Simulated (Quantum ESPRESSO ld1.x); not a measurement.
Q: The krypton ion Kr2+, configuration [Ar] 3d9 4s2 4p4 4d1 (not the ground configuration). Calculated with ld1.x of Quantum ESPRESSO 7.5: Dirac Kohn-Sham, revPBE, spin-unpolarised, spherical densities, point nucleus; open shells are shared between the two j in proportion to 2j + 1. Some entries of the table are withheld. Estimate them.

| orbital | occ. | eigenvalue (hartree) | <1/r> (bohr^-1) |
|---|---|---|---|
| 1s1/2 | 2 | -521.9067 | 36.77 |
| 2s1/2 | 2 | -70.2746 | 8.230 |
| 2p1/2 | 2 | -63.6668 | (1) |
| 2p3/2 | 4 | -61.6891 | (2) |
| 3s1/2 | 2 | -11.2972 | 2.740 |
| 3p1/2 | 2 | -8.9620 | 2.629 |
| 3p3/2 | 4 | -8.6635 | 2.562 |
| 3d3/2 | 3.6 | -4.6054 | 2.335 |
| 3d5/2 | 5.4 | -4.5549 | 2.317 |
| 4s1/2 | 2 | -1.8996 | (3) |
| 4p1/2 | 1.33333 | -1.3278 | 0.8195 |
| 4p3/2 | 2.66667 | -1.2934 | 0.8032 |
| 4d3/2 | 0.4 | -0.5272 | (4) |
| 4d5/2 | 0.6 | -0.5244 | (5) |

A: 
(1) 2p1/2 <1/r> (bohr^-1): 8.196
(2) 2p3/2 <1/r> (bohr^-1): 7.912
(3) 4s1/2 <1/r> (bohr^-1): 0.9333
(4) 4d3/2 <1/r> (bohr^-1): 0.5342
(5) 4d5/2 <1/r> (bohr^-1): 0.5313
